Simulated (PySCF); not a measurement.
The numbers are results of PBE-D3(BJ)/def2-TZVP // B3LYP-D3(BJ)/def2-TZVP in PySCF 2.14.0, not measurements. Gas-phase values, no solvent. Delta-SCF ions had no search for a lower state. Excitations are Tamm–Dancoff values on a coarser integration grid. The basis has no diffuse functions, so Rydberg states are missing or too high.

Reference species (SMILES): `ClC1(Cl)CC1` (neutral, multiplicity 1).

```json
{
 "HOMO–LUMO gap": "5.54 eV",
 "S1 oscillator strength": "0.000",
 "vertical ionisation energy (Delta-SCF)": "9.61 eV",
 "S1 excitation (TDA)": "5.80 eV"
}
```

Changed species: `C/C(=C\Cl)Cl`.

Problem. Give the shifts of the HOMO–LUMO gap, S1 oscillator strength, vertical ionisation energy (Delta-SCF) and S1 excitation (TDA).

Solution. the HOMO–LUMO gap drops by 0.86 eV, to 4.68 eV; the S1 oscillator strength stays essentially unchanged; the vertical ionisation energy (Delta-SCF) decreases by 0.64 eV, to 8.97 eV; the S1 excitation (TDA) falls by 0.49 eV, to 5.31 eV.
